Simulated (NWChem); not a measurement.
# A calculation on CH3ClMgS

SMILES: C[S][Mg][Cl]
```xyz
7

Mg     0.3202     0.1267     0.4200
Cl     0.7060     1.4610     2.1301
S     -0.0409    -1.2932    -1.3506
C     -1.5813    -0.6656    -2.1212
H     -2.4469    -0.7549    -1.4502
H     -1.7700    -1.2933    -3.0030
H     -1.4859     0.3748    -2.4619
```
Charge 0, spin multiplicity 1.

Everything below was run with NWChem. The geometry was optimised at PBE0/def2-SVP, a minimum by its harmonic frequencies. It is one conformer; others weren't searched.

Symmetry labels belong to the abelian group C1 used in the runs, with the axes of the coordinates shown.

The structure started from a generated list of species.

**Question.** List the lowest 4 singlet excitations that TDA-CAM-B3LYP/def2-SVP gives, with oscillator strengths.

**Answer.** 
```
state  symmetry  energy (eV)  wavelength (nm)      f
-----  --------  -----------  ---------------  -----
1             a         4.12              301  0.027
2             a         4.84              256  0.001
3             a         5.29              234  0.059
4             a         5.89              211  0.022
```
